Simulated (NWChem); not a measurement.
# InF2 cation; SMILES [F][In+][F]

```xyz
3

In     0.0000     0.0000     0.0000
F      0.0000     0.0000     1.8756
F      0.0000     0.0000    -1.8756
```
Atoms are numbered in this order, from 1.

Results from NWChem. Geometry: optimised at PBE0/def2-SVP (def2 core potentials past Kr).

Problem. What does the run give for TPSS/STO-3G, non-relativistic? Quantities: highest occupied level (eV); orbital gap (eV).

Solution. 
```yaml
highest occupied level (eV): -11.07
orbital gap (eV): 4.25
```
